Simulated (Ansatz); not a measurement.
GaH2(OMe) (CH5GaO). Charge 0, multiplicity 1. Geometry B3LYP-D4/def2-TZVP; atoms count from 1.

```
atom    x (Å)    y (Å)    z (Å)
 Ga1  -0.5217   1.0828   1.0626
  H2   0.9418   1.6012   1.2619
  H3  -1.8550   1.5446   1.7169
  O4  -0.7248  -0.2615  -0.1045
  C5   0.3288  -0.8613  -0.8297
  H6   0.1335  -0.7764  -1.9032
  H7   0.3924  -1.9250  -0.5798
  H8   1.3051  -0.4044  -0.6241
```

Estimate the Mulliken populations from the PBE0/def2-TZVP orbitals of Ansatz.


```json
{"atom": "Ga1", "charge (e)": "0.38"}
{"atom": "H2", "charge (e)": "-0.08"}
{"atom": "H3", "charge (e)": "-0.06"}
{"atom": "O4", "charge (e)": "-0.39"}
{"atom": "C5", "charge (e)": "-0.19"}
{"atom": "H6", "charge (e)": "0.12"}
{"atom": "H7", "charge (e)": "0.12"}
{"atom": "H8", "charge (e)": "0.11"}
```
Mulliken values and Mayer orders depend strongly on the basis.

And the Mayer bond orders between bonded heavy atoms (over 0.3)?

Ga1–O4 1.09 (1.79 Å); O4–C5 0.99 (1.41 Å).
